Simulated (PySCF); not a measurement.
Gas-phase reaction: 2 Ga(OH)₃ + 2 H₂ ⇌ Ga₂O + 5 H₂O

Computed with PySCF (xtb for GFN2) and rigid-rotor harmonic-oscillator thermochemistry at 1 bar. † marks an energy on the PBE0/def2-TZVP geometry and frequencies; other levels use their own. CCSD(T) freezes the core. All species are closed-shell singlets. Ga: all electrons, no relativistic terms. Ga(OH)₃: computed as isolated molecules; such fragments, hydroxides, amides, oligomers or adducts are transient or little studied in the gas. CCSD(T) isn't extrapolated to the basis-set limit.

PBE0/def2-SVP† gives ΔH°(298 K) = 220 kJ.

**Question.** What do PBE0/def2-QZVP†, CCSD(T)/def2-SVP†, GFN2-xTB give?

**Answer.** PBE0/def2-QZVP†: 165 kJ; CCSD(T)/def2-SVP†: 225 kJ; GFN2-xTB: 201 kJ. For scale, ΔH°(298 K) is 220 kJ at this level, 194 kJ at ωB97M-V/def2-TZVP†, and runs from 140 to 273 kJ over the 19 levels computed.
